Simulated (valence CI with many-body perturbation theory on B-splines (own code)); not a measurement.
# V XI: electric-dipole lines

Computed by configuration interaction combined with many-body perturbation theory (CI+MBPT): three valence electrons over a frozen Dirac-Fock core [Ne], a basis of 11 s, 11 p, 9 d, 7 f, 5 g, 2 h, 1 i functions for each j, with the one-electron correlation potential Σ1 (screened to all orders), the two-electron term Σ2, the three-electron term Σ3, Breit, model QED; selected single and double excitations, second order for the rest, scaled by the run's own slope (own B-spline code, finite nucleus).

No measured spectrum was set against this ion. As an estimate, levels of excited configurations hold to 0.05 to 0.15 % of their energy, terms of the ground configuration to about 0.5 %.

Lines 151 to 200 of 262 in falling wavelength, among levels below 110.42 eV, chosen from the strongest by gf and those to the six lowest levels. Wavelengths and rates use the calculated energies, so an error of 200 cm⁻¹ moves a line at 29.90 nm by 0.06 % and its rate by three times that or more. Electric multipoles are in the length gauge, E1 and E2 with the static RPA response of the core. Weak lines are less certain than strong ones. Lines between different terms over intervals too small for the method are left out, as are lines whose strength nearly cancels. Where a level lies close to another of its J and parity, the split of strength between their lines is uncertain. The highest levels of a list are the least certain.

Names give the largest LS component (configuration and term), which can be under half, so a name can repeat, a term be missing and a line seem to break the LS rules; names also repeat where a configuration has a term twice. Letters in brackets count levels of one name in rising energy.

| λ vac (nm) | Upper | Lower | A (s⁻¹) | log gf | Branch % |
| --- | --- | --- | --- | --- | --- |
| 29.90 | 3s3p3d ²D°_3/2 [a] | 3s3p² ²D_3/2 | 2.29e+10 | 0.09 | 85.9 |
| 29.89 | 3s3p3d ²D°_5/2 [a] | 3s3p² ²D_3/2 | 2.34e+09 | -0.73 | 8.9 |
| 29.67 | 3p²3d ²P_1/2 [a] | 3p³ ²D°_3/2 | 9.03e+09 | -0.62 | 52.7 |
| 29.35 | 3s3p3d ²P°_1/2 [a] | 3s3p² ²P_1/2 | 1.62e+10 | -0.38 | 44.8 |
| 28.72 | 3p²3d ²P_1/2 [b] | 3p³ ²P°_3/2 | 4.29e+09 | -0.97 | 14.1 |
| 28.64 | 3p²3d ²P_1/2 [b] | 3p³ ²P°_1/2 | 2.10e+10 | -0.29 | 69.4 |
| 28.61 | 3p²3d ²P_3/2 [b] | 3p³ ²P°_3/2 | 1.04e+10 | -0.29 | 43.3 |
| 28.53 | 3p²3d ²P_3/2 [b] | 3p³ ²P°_1/2 | 4.77e+09 | -0.63 | 19.8 |
| 28.17 | 3s3p3d ²P°_3/2 [a] | 3s3p² ²S_1/2 | 2.88e+10 | 0.14 | 74.7 |
| 28.15 | 3p²3d ²D_3/2 [b] | 3p³ ²P°_3/2 | 9.13e+09 | -0.36 | 40.4 |
| 28.08 | 3p²3d ²S_1/2 | 3p³ ²P°_3/2 | 2.17e+10 | -0.29 | 71.2 |
| 28.06 | 3s3p3d ²P°_1/2 [b] | 3s3p² ²P_3/2 | 7.33e+09 | -0.76 | 15.8 |
| 28.00 | 3p²3d ²D_5/2 [a] | 3p³ ⁴S°_3/2 | 1.17e+10 | -0.08 | 31.4 |
| 27.99 | 3s3p3d ²P°_3/2 [b] | 3s3p² ²P_3/2 | 4.97e+09 | -0.63 | 10.9 |
| 27.88 | 3s3p3d ²P°_1/2 [a] | 3s3p² ²S_1/2 | 1.62e+10 | -0.42 | 44.9 |
| 27.84 | 3p²3d ²D_3/2 [a] | 3p³ ⁴S°_3/2 | 3.08e+09 | -0.84 | 8.8 |
| 27.84 | 3s3p3d ²F°_5/2 [a] | 3s3p² ²D_5/2 | 1.45e+09 | -1.00 | 11.2 |
| 27.78 | 3s3p3d ²D°_3/2 [b] | 3s3p² ²P_3/2 | 1.93e+10 | -0.05 | 32.9 |
| 27.78 | 3s3p3d ²F°_5/2 [a] | 3s3p² ²D_3/2 | 1.03e+10 | -0.15 | 79.1 |
| 27.70 | 3s3p3d ²D°_5/2 [b] | 3s3p² ²P_3/2 | 4.56e+10 | 0.50 | 76.3 |
| 27.66 | 3s3p3d ²P°_1/2 [b] | 3s3p² ²P_1/2 | 8.90e+09 | -0.69 | 19.2 |
| 27.60 | 3s3p3d ²P°_3/2 [b] | 3s3p² ²P_1/2 | 1.88e+10 | -0.07 | 41.2 |
| 27.56 | 3s3p3d ⁴P°_5/2 | 3s3p² ⁴P_5/2 | 2.85e+09 | -0.71 | 13.2 |
| 27.50 | 3p²3d ⁴P_5/2 | 3p³ ⁴S°_3/2 | 2.24e+10 | 0.18 | 48.9 |
| 27.45 | 3p²3d ⁴P_3/2 | 3p³ ⁴S°_3/2 | 3.19e+10 | 0.16 | 63.9 |
| 27.43 | 3s3p3d ⁴P°_3/2 | 3s3p² ⁴P_5/2 | 1.40e+09 | -1.20 | 5.5 |
| 27.41 | 3p²3d ⁴P_1/2 | 3p³ ⁴S°_3/2 | 3.54e+10 | -0.10 | 67.6 |
| 27.40 | 3s3p3d ²D°_3/2 [b] | 3s3p² ²P_1/2 | 2.08e+10 | -0.03 | 35.5 |
| 27.28 | 3p²3d ²D_5/2 [a] | 3p³ ²D°_5/2 | 1.47e+10 | -0.01 | 39.3 |
| 27.26 | 3s3p3d ²F°_7/2 [a] | 3s3p² ²D_5/2 | 1.19e+10 | 0.03 | 88.4 |
| 27.24 | 3s²3d ²D_3/2 | 3s²3p ²P°_3/2 | 5.77e+09 | -0.59 | 17.5 |
| 27.18 | 3s²3d ²D_5/2 | 3s²3p ²P°_3/2 | 3.10e+10 | 0.31 | 100.0 |
| 27.17 | 3s3p3d ⁴P°_5/2 | 3s3p² ⁴P_3/2 | 1.84e+10 | 0.09 | 84.8 |
| 27.13 | 3p²3d ²D_3/2 [a] | 3p³ ²D°_5/2 | 2.66e+09 | -0.93 | 7.6 |
| 27.05 | 3s3p3d ⁴P°_3/2 | 3s3p² ⁴P_3/2 | 2.94e+09 | -0.89 | 11.4 |
| 27.03 | 3p²3d ²D_3/2 [a] | 3p³ ²D°_3/2 | 1.98e+10 | -0.06 | 56.3 |
| 27.00 | 3s3p3d ⁴D°_3/2 | 3s3p² ⁴P_5/2 | 8.56e+09 | -0.43 | 32.6 |
| 26.99 | 3s3p3d ⁴D°_7/2 | 3s3p² ⁴P_5/2 | 3.17e+10 | 0.44 | 99.7 |
| 26.98 | 3s3p3d ⁴D°_5/2 | 3s3p² ⁴P_5/2 | 1.99e+10 | 0.12 | 67.9 |
| 26.95 | 3s3p3d ⁴D°_1/2 | 3s3p² ⁴P_3/2 | 3.77e+07 | -3.09 | 0.1 |
| 26.81 | 3p²3d ⁴P_5/2 | 3p³ ²D°_5/2 | 6.67e+09 | -0.37 | 14.6 |
| 26.78 | 3s3p3d ⁴P°_3/2 | 3s3p² ⁴P_1/2 | 2.11e+10 | -0.04 | 82.3 |
| 26.69 | 3s3p3d ⁴D°_1/2 | 3s3p² ⁴P_1/2 | 3.01e+10 | -0.19 | 99.8 |
| 26.67 | 3s3p3d ⁴P°_1/2 | 3s3p² ⁴P_3/2 | 2.18e+10 | -0.33 | 96.7 |
| 26.63 | 3s3p3d ⁴D°_3/2 | 3s3p² ⁴P_3/2 | 1.72e+10 | -0.14 | 65.5 |
| 26.61 | 3s3p3d ⁴D°_5/2 | 3s3p² ⁴P_3/2 | 9.40e+09 | -0.22 | 32.0 |
| 26.54 | 3s²3d ²D_3/2 | 3s²3p ²P°_1/2 | 2.72e+10 | 0.06 | 82.5 |
| 26.41 | 3s3p3d ⁴P°_1/2 | 3s3p² ⁴P_1/2 | 7.25e+08 | -1.82 | 3.2 |
| 26.37 | 3s3p3d ⁴D°_3/2 | 3s3p² ⁴P_1/2 | 4.56e+08 | -1.72 | 1.7 |
| 26.36 | 3s3p3d ²P°_1/2 [b] | 3s3p² ²S_1/2 | 9.61e+09 | -0.70 | 20.8 |

(1) How does gf follow from A for the line at 26.69 nm?

Results:

(1) gf = 1.4992 × (2J+1)_upper × A / σ², with σ = 374739 cm⁻¹ and 2J+1 = 2: gf = 0.642.
